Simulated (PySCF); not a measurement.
A structure optimised at B3LYP-D3(BJ)/def2-SVP, used in a PySCF frequency run:

```xyz
16

C      2.1163    -0.1149     0.0694
N      0.7029     0.1160    -0.0789
C      0.1551     0.9919    -1.0973
C     -1.3307     1.1042    -0.7053
C     -1.6079    -0.2064     0.0400
C     -0.2434    -0.6252     0.5877
O     -0.0166    -1.4716     1.4289
H      2.6492     0.8179     0.3232
H      2.5596    -0.5228    -0.8577
H      2.2538    -0.8431     0.8803
H      0.2839     0.5546    -2.1084
H      0.6700     1.9675    -1.0981
H     -1.4655     1.9588    -0.0240
H     -1.9806     1.2667    -1.5765
H     -2.3424    -0.1298     0.8533
H     -1.9523    -1.0075    -0.6370
```
Charge 0, spin multiplicity 1.

Task: Write its SMILES and formula.

Result: CN1CCCC1=O, C5H9NO

Task: What are its rotational constants (standard atomic weights)?

Result: 3.7542, 2.9888, 1.7533 GHz
